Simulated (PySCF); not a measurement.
Telling isomers of C7H8N4 apart by NMR

Computed data (PySCF): GFN2-xTB structure, shielding tensors at PBE0/pcSseg-1 (GIAO). Rapidly exchanging positions averaged, in vacuum, non-relativistic Hamiltonian, one conformer.

δ = σ(ref) − σ, references computed at the same level: $^{1}$H (σ = 31.72 ppm) and $^{13}$C (σ = 186.93 ppm) vs TMS. Where no couplings were computed, multiplicities follow the n + 1 count of equivalent neighbours, and m marks all less simple cases (inequivalent or close neighbours, rings, F or P nearby). Shifts are as computed. Against solution values, carbons near 30 ppm lie about +3 ppm off and those near 130 ppm about +5 ppm (rms about the fit 2.1 ppm; single classes can miss by 10 ppm). Of 1328 compounds with measured shifts, 309 miss one by over three times the rms of a fit or turn the order of signals round; such compounds aren't used in these exercises. Signals without a measured value on file couldn't be tested in this way; 1H shifts scatter by 0.2 ppm about their fit, and single ones miss by 0.5 ppm.

(1) Tabulate the signals of `Cn1nc(C#N)c(C2CC2)n1`, `N#Cc1cnn(C2CCC2)n1` and their relative energies.

(2) What is the quickest way to tell Cn1nc(C#N)c(C2CC2)n1 from N#Cc1cnn(C2CCC2)n1?

Results:

(1) 
```json
{"SMILES": "Cn1nc(C#N)c(C2CC2)n1", "carbon types": "3×C 1×CH 2×CH2 1×CH3", "δC": "167.0, 124.8, 117.6, 41.9, 15.2, 9.7", "δH": "4.19 (s, 3H), 2.18 (m, 1H), 1.22 (m, 2H), 1.07 (m, 2H)", "E rel. (kcal/mol)": "0.0"}
{"SMILES": "N#Cc1cnn(C2CCC2)n1", "carbon types": "2×C 2×CH 3×CH2", "δC": "147.3, 125.4, 117.3, 57.9, 32.0, 14.3", "δH": "8.10 (s, 1H), 5.16 (m, 1H), 2.94 (m, 2H), 2.64 (m, 2H), 2.04 (m, 1H), 1.95 (m, 1H)", "E rel. (kcal/mol)": "1.2"}
```

Energies are electronic energies at PBE0/pcSseg-1 on these geometries, without zero-point or thermal terms, each for the one conformer computed, which needn't be the lowest.

(2) Both give the same number of carbon signals, but DEPT or the intensities differ. The first has a methyl carbon bonded to N (CH3) at 41.9 ppm, the second an aromatic CH next to a ring nitrogen at 147.3 ppm. Their most deshielded carbons lie at 167.0 and 147.3 ppm. In the proton spectra the most deshielded non-exchanging signals are 4.19 (s, 3H) and 8.10 (s, 1H).
